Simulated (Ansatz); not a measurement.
`FBB[SiH3]` + HCl → `FBBCl` + SiH₄ at 298.15 K and 1 bar (cleavage of the B–Si bond).

Gas-phase electronic energies from Ansatz, PBE0-D4/def2-TZVP geometries. CCSD(T)/CBS is the MP2 limit (def2-TZVPP, def2-QZVPP) plus CCSD(T) − MP2 in def2-TZVPP, frozen cores. This one scheme is used for every species. One conformer a species, not always the lowest.

```tsv
species	CCSD(T)/CBS energy (Eh)	H − E (kJ/mol)	S (J/(mol·K))
`FBB[SiH3]`	-441.45936	153.8	336.3
HCl	-460.38127	26.6	186.8
`FBBCl`	-610.41691	90.3	305.3
SiH₄	-291.46306	92.1	204.8
```

H − E and S are ideal-gas, rigid-rotor, harmonic terms from PBE0-D4/def2-TZVP, for one conformer and one mirror image of each species. 1 Eh = 2625.50 kJ/mol, R = 8.31446 J/(mol·K).

Problem. By hand: ΔE, ΔH, ΔS and ΔG.

Solution. ΔE = (-610.41691) + (-291.46306) − (-441.45936) − (-460.38127) = -0.03934 Eh = -103.3 kJ/mol. Δ(H − E) = 90.3 + 92.1 − 153.8 − 26.6 = 2.0, so ΔH = -101.3 kJ/mol. ΔS = 305.3 + 204.8 − 336.3 − 186.8 = -13.0 J/(mol·K). ΔG = -101.3 − 298.15 × (-13.0)/1000 = -97.4 kJ/mol.

Problem. By hand: the equilibrium constant, and the temperature at which ΔG would vanish if ΔH and ΔS stayed fixed.

Solution. log₁₀ K = −ΔG/(RT ln 10) = 17.1. ΔG = 0 at ΔH/ΔS = 7792 K, far beyond where these terms or the molecules hold.

The number of gas molecules stays the same, so ΔS is small and ΔH decides. A doubt of 5 kJ/mol in ΔE shifts log₁₀ K by 0.9 here. Other conformers and mirror images would add mixing entropy, several J/(mol·K) or more a flexible species. Modes under 60 cm⁻¹, often nearly free rotors, make the harmonic entropy too high. These are equilibria of isolated gas molecules and say nothing of rates. Largest T1 diagnostic: 0.014 (customary marks: 0.02 for closed shells, 0.045 for open ones).
